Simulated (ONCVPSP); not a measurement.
Scattering properties, ONCV potential for magnesium (Mg)

ONCVPSP 4.0.1 input, shortened (lines: element, Z, core and valence counts, functional; n l f; lmax; l rc ep ncon nbas qcut; lloc lpopt rc5 dvloc0; l nproj debl; icmod fcfact rcfact), PBE, scalar-relativistic:

```
  Mg 12.00    1    3        4      upf
    1    0    2.00
    2    0    2.00
    2    1    6.00
    3    0    1.50
    2
    0    1.30    0.00    4    9   10.60
    1    1.25    0.00    5    8   13.50
    2    1.35    0.12    4    7    7.60
    4    5    1.15    1.00
    0    2    3.20
    1    2    0.50
    2    2    1.40
    0    0.00    0.00
```

In the p channel the program set the typed energies aside and used -1.870, 0.250 Ha.

The phase is arctan(r·R′/R) of the radial function R(r), unwrapped; energies in Ha, scanned from -5 to 5 Ha. A pole is an energy at which the radial function vanishes at the test radius. The pseudo phase is shifted by a multiple of π to meet the all-electron one at the reference energy, and phase errors are pseudo minus all-electron; the curves can meet again beyond the range given. Levels narrower than the energy grid can be missing from the lists of poles.

| channel | radius (bohr) | reference energy (Ha) | poles, all-electron | poles, pseudo | unbroken range about the reference energy with phases within 0.05 rad | phase error 1 Ha above the reference energy (rad) |
| --- | --- | --- | --- | --- | --- | --- |
| s | 1.32 | -0.29 | -2.67 | -2.67 | the whole range | +0.000 |
| p | 1.27 | -1.87 | -1.37 | -1.37 | the whole range | +0.000 |
| d | 1.37 | 0.12 | 4.88 | 4.88 | the whole range | +0.000 |

Phases in the d channel:

```csv
E (Ha),all-electron,pseudo
-4.96,1.292,1.292
-4.72,1.284,1.284
-4.48,1.276,1.276
-4.24,1.266,1.266
-4.00,1.257,1.257
-3.76,1.246,1.246
-3.52,1.234,1.234
-3.28,1.221,1.221
-3.04,1.207,1.207
-2.80,1.191,1.191
-2.56,1.173,1.173
-2.32,1.153,1.153
-2.08,1.129,1.129
-1.84,1.103,1.103
-1.60,1.072,1.072
-1.36,1.036,1.036
-1.12,0.993,0.993
-0.88,0.941,0.941
-0.64,0.878,0.878
-0.40,0.798,0.798
-0.16,0.698,0.698
0.08,0.571,0.571
0.32,0.407,0.407
0.56,0.204,0.204
0.80,-0.034,-0.034
1.04,-0.287,-0.287
1.28,-0.525,-0.525
1.52,-0.728,-0.728
1.76,-0.891,-0.891
2.00,-1.019,-1.019
2.24,-1.120,-1.120
2.48,-1.200,-1.200
2.72,-1.266,-1.266
2.96,-1.320,-1.320
3.20,-1.366,-1.366
3.44,-1.405,-1.405
3.68,-1.439,-1.439
3.92,-1.470,-1.470
4.16,-1.498,-1.498
4.40,-1.524,-1.524
4.64,-1.548,-1.548
4.88,-1.571,-1.571
```
